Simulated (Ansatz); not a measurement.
`CB(F)CO` + `O[SiH3]` → `OCB(F)O[SiH3]` + CH₄  (ligand exchange at a B–C bond)

Computed with Ansatz on PBE0-D4/def2-TZVP structures; ΔE is electronic, products minus reactants. CCSD(T)/CBS is the MP2 limit (def2-TZVPP, def2-QZVPP) plus CCSD(T) − MP2 in def2-TZVPP, frozen cores. This one scheme is used for every species. Functionals use def2-TZVPP. B3LYP here is the variant with VWN-RPA as its local correlation; programs differ in this. One conformer a species, not always the lowest.

`CB(F)CO`:

```xyz
11

C    -0.279    1.660   -0.071
B    -0.095    0.197   -0.589
F    -0.193   -0.025   -1.894
C     0.201   -1.009    0.370
O     0.340   -2.236   -0.309
H     0.472    2.312   -0.530
H    -0.204    1.761    1.013
H    -1.251    2.051   -0.390
H    -0.613   -1.035    1.116
H     1.104   -0.748    0.950
H     0.518   -2.927    0.333
```

`O[SiH3]`:

```xyz
6

O     1.068    0.702   -0.093
Si   -0.367   -0.078    0.125
H     1.730    0.277   -0.638
H    -1.073   -0.300   -1.167
H    -1.179    0.802    0.996
H    -0.179   -1.403    0.777
```

`OCB(F)O[SiH3]`:

Z-matrix (Å, degrees):
```
C
B 1 1.575
O 1 1.416 2 109.0
H 1 1.100 2 108.9 3 -122.4
H 1 1.100 2 108.9 3 122.4
O 2 1.338 1 124.1 3 0.2
F 2 1.332 1 117.7 3 -179.9
H 3 0.959 1 109.8 2 -179.9
Si 6 1.659 2 138.1 1 0.1
H 9 1.484 6 104.8 2 179.8
H 9 1.481 6 111.1 2 -62.6
H 9 1.481 6 111.1 2 62.3
```

CH₄:

```xyz
5

C     0.000    0.000    0.000
H     0.468   -0.617    0.766
H    -0.483    0.857    0.469
H    -0.745   -0.588   -0.536
H     0.759    0.348   -0.700
```

CCSD(T)/CBS gives -151.4 kJ/mol.

Question: Another level gave -150.4 kJ/mol. Which?
A. PBE-D4/def2-TZVPP
B. SCS-MP2/def2-TZVPP
C. B3LYP/def2-TZVPP
D. HF/def2-TZVPP

Answer: C. B3LYP -150.4, SCS-MP2/def2-TZVPP -155.0, PBE-D4 -143.8, HF/def2-TZVPP -161.4 kJ/mol.

Largest T1 diagnostic among the species: 0.012.

From PBE to PBE0 (25 % exact exchange), in def2-TZVPP and without D4, ΔE moves by −4.1 kJ/mol. The D4 term adds −6.4 kJ/mol with B3LYP and −3.6 kJ/mol with PBE0; it sums over pairs of atoms, weighted by their polarisabilities, and B3LYP, whose exchange is more repulsive, gets the larger term. In def2-TZVPP, CCSD(T) changes the Hartree–Fock value by +7.7 kJ/mol (the triples alone add +0.2 kJ/mol) and MP2 by +7.3 kJ/mol.

CCSD(T)/CBS has its own doubt, a few kJ/mol and more with outer-core shells, so smaller differences from it don't rank the levels.
